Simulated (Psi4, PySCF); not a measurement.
Interaction energy of Cl2OTi ··· H2O (SMILES [O]=[Ti]([Cl])[Cl] and O), singlet. Monomers: optimised at B3LYP-D3(BJ) (def2-TZVP), held rigid. Orientation: lowest of the rigid-body minima from ten starts at GFN2-xTB (searched outside a hard wall at short contacts). The monomers approach along the line of their centres of mass (distance R); nothing else relaxes. The shortest distances reach bonding range, where SAPT0 and rigid monomers are unreliable.

Levels: RKS-LDA (SVWN5)/6-31G* = restricted LDA (SVWN5)/6-31G*, spherical d, no counterpoise correction run with PySCF; PBE/def2-TZVP, counterpoise-corrected (Psi4); wB97M-V/def2-TZVP, counterpoise-corrected (Psi4).

Interaction energies in kJ/mol:

```json
[
 {"R / Å": "2.15", "RKS-LDA (SVWN5)/6-31G*": "-186.92", "PBE/def2-TZVP": "-94.62"},
 {"R / Å": "2.35", "RKS-LDA (SVWN5)/6-31G*": "-176.32", "PBE/def2-TZVP": "-99.18"},
 {"R / Å": "2.52", "RKS-LDA (SVWN5)/6-31G*": "-155.73", "PBE/def2-TZVP": "-90.24"},
 {"R / Å": "2.74", "RKS-LDA (SVWN5)/6-31G*": "-125.76", "PBE/def2-TZVP": "-73.93"},
 {"R / Å": "3.05", "RKS-LDA (SVWN5)/6-31G*": "-88.58", "PBE/def2-TZVP": "-52.29"},
 {"R / Å": "3.31", "RKS-LDA (SVWN5)/6-31G*": "-64.90", "PBE/def2-TZVP": "-38.30"},
 {"R / Å": "3.87", "RKS-LDA (SVWN5)/6-31G*": "-33.66", "PBE/def2-TZVP": "-19.71"},
 {"R / Å": "4.59", "RKS-LDA (SVWN5)/6-31G*": "-16.52", "PBE/def2-TZVP": "-9.13"},
 {"R / Å": "5.52", "RKS-LDA (SVWN5)/6-31G*": "-7.36", "PBE/def2-TZVP": "-3.94"},
 {"R / Å": "6.86", "RKS-LDA (SVWN5)/6-31G*": "-2.06", "PBE/def2-TZVP": "-1.54"}
]
```

Q: Predict the corresponding wB97M-V/def2-TZVP column.

A: 2.15: -112.36; 2.35: -113.82; 2.52: -102.24; 2.74: -82.94; 3.05: -58.26; 3.31: -42.51; 3.87: -21.83; 4.59: -10.16; 5.52: -4.47; 6.86: -1.75 (kJ/mol).
